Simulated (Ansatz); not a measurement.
Input file for `[Cl][Hf]([Cl])([Cl])[c]1ccccc1`:

```yaml
crystal:
  periodic: [false, false, false]
  atoms:
    - {symbol: Cl, position_ang: [-0.912540, -3.744220, -1.279867]}
    - {symbol: Hf, position_ang: [-0.001597, -1.731487, -2.024711]}
    - {symbol: Cl, position_ang: [2.232113, -1.929491, -2.664262]}
    - {symbol: Cl, position_ang: [-1.281025, -0.721634, -3.692066]}
    - {symbol: C, position_ang: [-0.029818, -0.372281, -0.330738]}
    - {symbol: C, position_ang: [0.485666, 0.914868, -0.538994]}
    - {symbol: C, position_ang: [0.509312, 1.854741, 0.479298]}
    - {symbol: C, position_ang: [0.014835, 1.522871, 1.732566]}
    - {symbol: C, position_ang: [-0.500930, 0.255600, 1.965253]}
    - {symbol: C, position_ang: [-0.522709, -0.681478, 0.944114]}
    - {symbol: H, position_ang: [0.879788, 1.200749, -1.512325]}
    - {symbol: H, position_ang: [0.912329, 2.844615, 0.297432]}
    - {symbol: H, position_ang: [0.031567, 2.255372, 2.531767]}
    - {symbol: H, position_ang: [-0.886649, -0.001222, 2.945508]}
    - {symbol: H, position_ang: [-0.930333, -1.667001, 1.147027]}
basis:
  gaussian: {orbitals: def2-TZVPP}
correlation: {method: ccsd_t}
output: {orbitals: {seedname: orbitals}}
```

```sh
$ ansatz run in.yaml --threads 5 --pin off --events-out ev --progress --plain --max-ram 66560MiB --backend cuda --devices 0, --max-vram 37GiB
```

Log, shortened:

```
Functional definition: HF
2667 factors; integrals over basis functions are off by at most 1.2e-3 eV
mean field evaluation 1: about -45068.0196 eV, gradient 4.9e1 eV
mean field evaluation 2: about -45068.4933 eV, gradient 4.9e1 eV
mean field evaluation 4: about -45075.2299 eV, gradient 6.2e0 eV
mean field evaluation 8: about -45075.3691 eV, gradient 4.1e-1 eV
mean field evaluation 16: about -45075.3702 eV, gradient 1.7e-6 eV
mean field -45075.37019565 eV, -1656.4893015070 hartree, gradient 1.7e-6 eV, S^2 0.000000; 0 other end points of the search recorded, 0 dependent functions left out; unrestricted orbitals would lower it
21 core orbitals not correlated: weight in the atoms' cores, before any rotation towards them, 1.000 or more for the frozen orbitals, at most 0.000 for the correlated occupied ones
reference -45075.37019565 eV, -1656.4893015070 hartree; 31, 31 occupied and 386, 386 virtual orbitals, 2667 factors
second order -49.51918034 eV of doubles, -0.00000000 eV of singles
cycle   1  -49.41339446 eV  change    1.1e-1 eV  update   1.8e-1
cycle   2  -50.60283036 eV  change    -1.2e0 eV  update   6.4e-2
cycle   3  -50.94044283 eV  change   -3.4e-1 eV  update   3.0e-2
cycle   4  -50.93192400 eV  change    8.5e-3 eV  update   9.0e-3
cycle   5  -50.92005071 eV  change    1.2e-2 eV  update   3.8e-3
cycle   6  -50.92154203 eV  change   -1.5e-3 eV  update   1.5e-3
cycle   7  -50.92210754 eV  change   -5.7e-4 eV  update   5.1e-4
cycle   8  -50.92191004 eV  change    2.0e-4 eV  update   2.8e-4
cycle   9  -50.92200657 eV  change   -9.7e-5 eV  update   1.1e-4
cycle  10  -50.92209021 eV  change   -8.4e-5 eV  update   4.1e-5
cycle  11  -50.92201559 eV  change    7.5e-5 eV  update   1.9e-5
perturbative correction -2.63206952 eV, -0.0967267709 hartree
Total energy: -45128.92428077 eV, -1658.4573778348 hartree
```

Hardware: 5 threads of an AMD EPYC 7R13 on a shared host and a share of an NVIDIA H100 80 GB. Wall time 62 s, peak host memory 0.98 GiB.

Correlation energy per correlated electron: -0.864 eV. T1 diagnostic: 0.0129.
